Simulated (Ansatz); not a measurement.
ClHMoO2S (`[O]=[Mo]([OH])(=[S])[Cl]`): the same geometry under several functionals.

```yaml
crystal:
  periodic: [false, false, false]
  atoms:
    - {symbol: O, position_ang: [-1.691827, -0.944648, 0.352012]}
    - {symbol: Mo, position_ang: [-0.398980, 0.015212, -0.064098]}
    - {symbol: O, position_ang: [1.089555, -0.530731, 0.898552]}
    - {symbol: S, position_ang: [-0.036399, -0.197745, -2.123354]}
    - {symbol: Cl, position_ang: [-0.895362, 2.164452, 0.366133]}
    - {symbol: H, position_ang: [1.975113, -0.570640, 0.524555]}
basis:
  gaussian: {orbitals: def2-TZVPP}
hamiltonian: {xc: {name: r2SCAN0}, dispersion: d4}
output: {orbitals: {seedname: orbitals}}
```

```sh
$ ansatz run in.yaml --threads 4 --pin off --events-out ev --progress --plain --max-ram 10444MiB
```

It prints (some lines left out):

```
Functional definition: r2SCAN0
1370 factors; their error is unknown
mean field evaluation 1: about -29316.1785 eV, gradient 8.1e1 eV
mean field evaluation 2: about -29161.3269 eV, gradient 2.9e2 eV
mean field evaluation 4: about -29325.7723 eV, gradient 2.7e1 eV
mean field evaluation 8: about -29327.0009 eV, gradient 2.7e-1 eV
mean field evaluation 16: about -29327.1210 eV, gradient 1.4e-3 eV
mean field -29327.12102208 eV, -1077.7518189248 hartree, gradient 4.3e-5 eV, S^2 0.000000; 0 other end points of the search recorded, 0 dependent functions left out
reference -29327.12103470 eV, -1077.7518193888 hartree; 32, 32 occupied and 184, 184 virtual orbitals, 1370 factors
Total energy: -29327.18378500 eV, -1077.7541254195 hartree
```

It took 6.5 s on 4 threads of an Arm Neoverse V1 on a shared host, with 0.6 GiB of host memory at the peak.

The same input with `hamiltonian: {xc: {name: wB97X-V}}` (abridged; 9.5 s):

```
Functional definition: wB97X-V
mean field evaluation 16: about -29325.5970 eV, gradient 1.9e-3 eV
mean field -29325.59698584 eV, -1077.6958116259 hartree, gradient 7.6e-5 eV, S^2 0.000000
Total energy: -29325.59698324 eV, -1077.6958115303 hartree
```

The same input with `hamiltonian: {xc: {name: revPBE}, dispersion: d4}` (abridged; 2.1 s):

```
Functional definition: revPBE
mean field evaluation 16: about -29328.9781 eV, gradient 4.1e-3 eV
mean field -29328.97806130 eV, -1077.8200638573 hartree, gradient 6.5e-5 eV, S^2 0.000000
Total energy: -29329.52691420 eV, -1077.8402338296 hartree
```

Changing it to `hamiltonian: {xc: pbe, dispersion: d4}` and forces (abridged; 2.7 s):

```
Functional definition: PBE
mean field evaluation 16: about -29319.9770 eV, gradient 4.0e-3 eV
mean field -29319.97697953 eV, -1077.4892802037 hartree, gradient 4.8e-5 eV, S^2 0.000000
Total energy: -29320.20379643 eV, -1077.4976155707 hartree
Atom 0 force    -1.089083    -0.833406     0.361934 eV/Å
Atom 1 force     0.536152     0.847067     0.009340 eV/Å
Atom 2 force     0.090735    -0.209174     0.532838 eV/Å
Atom 3 force     0.130084    -0.093178    -0.780264 eV/Å
Atom 4 force    -0.075315     0.296163     0.060814 eV/Å
Atom 5 force     0.407426    -0.007473    -0.184662 eV/Å
Dipole moment:     0.527030     0.035993     0.040460 e Å
```

The same input with `hamiltonian: {xc: r2scan, dispersion: d4}` and forces (abridged; 6 s):

```
Functional definition: r2SCAN
mean field evaluation 16: about -29330.3873 eV, gradient 1.7e-2 eV
mean field -29330.38729684 eV, -1077.8718523084 hartree, gradient 3.3e-5 eV, S^2 0.000000
Total energy: -29330.43809621 eV, -1077.8737191508 hartree
Atom 0 force    -0.575525    -0.451178     0.213946 eV/Å
Atom 1 force     0.322875     0.474146     0.016555 eV/Å
Atom 2 force     0.173381    -0.115289     0.209163 eV/Å
Atom 3 force     0.082108    -0.062982    -0.451213 eV/Å
Atom 4 force    -0.037970     0.146131     0.047336 eV/Å
Atom 5 force     0.035132     0.009172    -0.035787 eV/Å
Dipole moment:     0.538891     0.037849     0.040238 e Å
```

With the line `hamiltonian: {xc: hse06, dispersion: d4}` (abridged; 3.6 s):

```
Functional definition: HSE06
mean field evaluation 16: about -29319.0033 eV, gradient 1.1e-3 eV
mean field -29319.00331391 eV, -1077.4534986519 hartree, gradient 5.1e-5 eV, S^2 0.000000
Total energy: -29319.18768463 eV, -1077.4602741509 hartree
```

HSE06 is the plane-wave form, built on full-range PBE exchange.
